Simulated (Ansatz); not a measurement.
A run for Ansatz (an electronic-structure program): R-CCSD(T)/def2-TZVPP on CH3ITe (SMILES C[Te]I), a point of a torsion scan. Elements past Kr take the def2 small-core potentials; no spin–orbit coupling. The run froze 19 orbitals, filled d shells among them.

Ansatz 0.2 input:
```yaml
crystal:
  periodic: [false, false, false]
  atoms:
    - {symbol: C, position_ang: [-0.72909889, -0.04543753, -0.01393969]}
    - {symbol: Te, position_ang: [0.91032800, 1.35947791, -0.04689385]}
    - {symbol: I, position_ang: [2.71928841, -0.36149484, -1.01710620]}
    - {symbol: H, position_ang: [-0.87797299, -0.43630941, 0.98454670]}
    - {symbol: H, position_ang: [-1.62105759, 0.48749912, -0.31702459]}
    - {symbol: H, position_ang: [-0.54739475, -0.85630118, -0.70564145]}
basis:
  gaussian:
    orbitals: def2-TZVPP
magnetization: {spin_polarized: false}
correlation: {method: ccsd_t, electrons: outside_noble_gas}
scf: {lower_state_search: off}
```

Output:

```
WARN ansatz: RAYON_NUM_THREADS=1 ignored (pool sized by the plan → 1); use --threads N
Functional definition: HF
these checks for a lower state are left out or cut short: stability, starts, cluster_reference, orbital_swaps, neighbouring_geometries, increment
integrals: 0.53 GiB planned
1369 factors; integrals over basis functions are off by at most 8.4e-4 eV
mean field: 0.59 GiB planned
mean field evaluation 1: about -16415.5186 eV, gradient 2.2e1 eV
mean field evaluation 2: about -16415.6368 eV, gradient 2.3e1 eV
mean field evaluation 4: about -16417.0394 eV, gradient 3.1e0 eV
mean field evaluation 8: about -16417.0699 eV, gradient 2.0e-1 eV
mean field -16417.07014916 eV, -603.3162000920 hartree, gradient 9.4e-6 eV, S^2 0.000000; 0 other end points of the search recorded, 0 dependent functions left out
19 core orbitals not correlated
reference -16417.07014916 eV, -603.3162000920 hartree; 10, 10 occupied and 144, 144 virtual orbitals, 1369 factors
second order -12.17907257 eV of doubles, -0.00000000 eV of singles
coupled cluster: 1.50 GiB planned
cycle   1  -12.85786714 eV  change   -6.8e-1 eV  update   8.3e-2
cycle   2  -13.19882579 eV  change   -3.4e-1 eV  update   2.5e-2
cycle   3  -13.25341477 eV  change   -5.5e-2 eV  update   1.1e-2
cycle   4  -13.24967852 eV  change    3.7e-3 eV  update   3.0e-3
cycle   5  -13.24942019 eV  change    2.6e-4 eV  update   1.3e-3
cycle   6  -13.24941041 eV  change    9.8e-6 eV  update   4.2e-4
cycle   7  -13.24935645 eV  change    5.4e-5 eV  update   1.4e-4
cycle   8  -13.24938144 eV  change   -2.5e-5 eV  update   4.7e-5
cycle   9  -13.24937796 eV  change    3.5e-6 eV  update   1.5e-5
perturbative correction -0.57290656 eV, -0.0210539277 hartree
Total energy: -16430.89243368 eV, -603.8241596789 hartree
Checks for a lower state left out: stability, starts, cluster_reference, orbital_swaps, neighbouring_geometries, increment
```

Self-consistency was reached.

Cost: very roughly 23 core-seconds.
